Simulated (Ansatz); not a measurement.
A structure relaxed at PBE-D4/def2-SVP in Ansatz, charge 0, singlet:

```xyz
8

P    -1.456   -1.090   -0.035
P     0.500    1.711   -0.654
As    0.487   -2.297    0.719
As   -1.714    2.077   -1.381
As   -0.533   -0.046   -1.960
As   -1.206    1.104    0.897
As    1.548   -0.686    2.266
As    2.374   -0.773    0.148
```

(1) Give its formula.

(2) Summarise the bond lengths by kind (pairs closer than 1.2 times the sum of covalent radii, bridged metal pairs left out).

## Answers

(1) As₆P₂.

(2) 6 × As–P 2.36 to 2.42 Å; 5 × As–As 2.27 to 2.53 Å.

Another isomer (singlet) lies 0.69 eV lower at PBE0-D4/def2-TZVP; other spin states weren't run for this one.
